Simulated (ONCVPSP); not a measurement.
**Reading a pseudo-wave (zirconium (Zr))**

Columns: radius, all-electron u(r) and pseudo u(r) of the 4p shell (level -33.47 eV) of zirconium in the configuration [Ar] 3d10 4s2 4p6 4d2 5s1 5p1; BLYP, scalar-relativistic, ONCV scheme, ONCVPSP 4.0.1.

```
r (bohr)  all-electron  pseudo
   0.113        0.2616  0.0206
   0.225       -0.2664  0.0801
   0.338       -0.4957  0.1750
   0.450       -0.3346  0.2960
   0.563       -0.0041  0.4345
   0.675        0.3322  0.5751
   0.788        0.6083  0.7066
   0.900        0.7993  0.8143
   1.013        0.9132  0.8911
   1.125        0.9613  0.9314
   1.238        0.9606  0.9364
   1.350        0.9258  0.9108
   1.463        0.8689  0.8615
   1.575        0.8003  0.7975
   1.688        0.7257  0.7249
   1.800        0.6510  0.6508
   1.913        0.5780  0.5780
   2.025        0.5100  0.5100
   2.138        0.4468  0.4468
   2.250        0.3899  0.3899
   2.363        0.3384  0.3384
   2.475        0.2931  0.2931
   2.588        0.2527  0.2527
   2.700        0.2176  0.2176
   2.813        0.1868  0.1867
   2.925        0.1602  0.1602
```

How many radial nodes do the two functions have?

The all-electron 4p function has n − l − 1 = 2; the pseudo-wave has 0, since the states of the same l below it are removed with the core.

At about which radius was the pseudo-wave matched?

1.95 bohr. The columns agree to 0.0005 from 1.80 bohr on; several derivatives are matched, so the curves merge somewhat inside the radius.

Is the pseudo-wave norm-conserving?

Yes: the ONCV scheme keeps the norm inside the radius equal to the all-electron one, which fixes the energy derivative of the logarithmic derivative at the level.
